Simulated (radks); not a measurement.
All-electron atom: the tin ion Sn0.5+ in [Kr] 4d10 5p(up 1, down 1) 5s(up 1, down 0.5) (fractional occupations, a model configuration).

Calculated with a radial shooting solver on a logarithmic mesh with Libxc functionals: scalar-relativistic Kohn-Sham, PBE, spin-polarised, spherical densities, finite nucleus; Fermi nuclear charge, rms radius 4.6519 fm.

Energy parts (hartree):
total: -6176.81369
kinetic: 6448.71345
electron-nucleus: -14928.30423
Hartree: 2467.41203
exchange-correlation: -164.63494

Orbitals (lengths in bohr, moments of r in powers of bohr; r(90%) holds 90 % of the orbital's charge):
orbital,occ.,eigenvalue (hartree),<r>,<r^2>,r(90%)
1s up,1,-1066.356,0.02906,0.001143,0.0522
1s down,1,-1066.355,0.02906,0.001143,0.0522
2s up,1,-161.1260,0.1255,0.01857,0.194
2s down,1,-161.1257,0.1255,0.01857,0.194
2p up,3,-144.6648,0.1096,0.01466,0.178
2p down,3,-144.6645,0.1096,0.01466,0.178
3s up,1,-31.22901,0.3394,0.1317,0.499
3s down,1,-31.22840,0.3394,0.1317,0.499
3p up,3,-25.84907,0.3377,0.1323,0.507
3p down,3,-25.84844,0.3377,0.1323,0.507
3d up,5,-17.56615,0.3146,0.1175,0.496
3d down,5,-17.56560,0.3146,0.1175,0.496
4s up,1,-5.08998,0.8186,0.7583,1.18
4s down,1,-5.08870,0.8185,0.7580,1.18
4p up,3,-3.46495,0.8859,0.8969,1.30
4p down,3,-3.46333,0.8855,0.8960,1.30
4d up,5,-1.11780,1.098,1.432,1.71
4d down,5,-1.11379,1.095,1.424,1.70
5s up,1,-0.53930,2.334,6.189,3.44
5s down,0.5,-0.52429,2.342,6.244,3.46
5p up,1,-0.26953,2.995,10.34,4.52
5p down,1,-0.25721,3.036,10.65,4.60

The highest occupied level is 5p down at -6.999 eV. Spin moment in Bohr magnetons: 0.5. The electron density at the nucleus is 1.966e+05 e/bohr^3 (large components only). The density falls to 0.001 e/bohr^3 at r = 4.55 bohr. Summed over all electrons, <r^2> = 53.83 bohr^2, which gives a Langevin (diamagnetic) susceptibility term of -42.6 x 10^-6 cm^3/mol. The spin density at the nucleus is 20.68 e/bohr^3 (1s 0.08, 2s 0.04, 3s -0.01, 4s -0.01, 5s 20.58).
